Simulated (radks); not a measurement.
The numbers below are computed, except where a source is named.
Ionisation of the cobalt ion Co2+, [Ar] 3d7, to [Ar] 3d6 as the strength of local exchange is varied. Level of theory: scalar-relativistic Kohn-Sham, Slater X-alpha exchange (alpha = 2/3 is LDA exchange), no correlation, spin-polarised, spherical densities, finite nucleus; open shells are filled with parallel spins first; Fermi nuclear charge, rms radius 3.7875 fm (a radial shooting solver on a logarithmic mesh with Libxc functionals).

| alpha | E(Co2+) (hartree) | exchange (hartree) | IE (eV) | -e of the level emptied (eV) | <r> of it (bohr) |
|---|---|---|---|---|---|
| 0.582 | -1380.77701 | -47.16438 | 30.518 | 22.499 (3d) | 1.074 |
| 0.658 | -1386.95426 | -53.56804 | 31.920 | 23.745 (3d) | 1.054 |
| 0.667 | -1387.68765 | -54.33008 | 32.089 | 23.896 (3d) | 1.051 |
| 0.876 | -1404.82973 | -72.24553 | 36.243 | 27.648 (3d) | 1.001 |
| 0.914 | -1407.96930 | -75.54786 | 37.042 | 28.378 (3d) | 0.9921 |
| 0.97 | -1412.60880 | -80.43952 | 38.244 | 29.481 (3d) | 0.9799 |
| 0.977 | -1413.18981 | -81.05307 | 38.396 | 29.621 (3d) | 0.9784 |
| 1.005 | -1415.51620 | -83.51194 | 39.010 | 30.187 (3d) | 0.9725 |

NIST Atomic Spectra Database: 33.5 eV (semi-empirical). The Delta-SCF value meets it near alpha = 0.74. Open shells are spherical and high-spin; term and fine-structure splittings are not resolved.
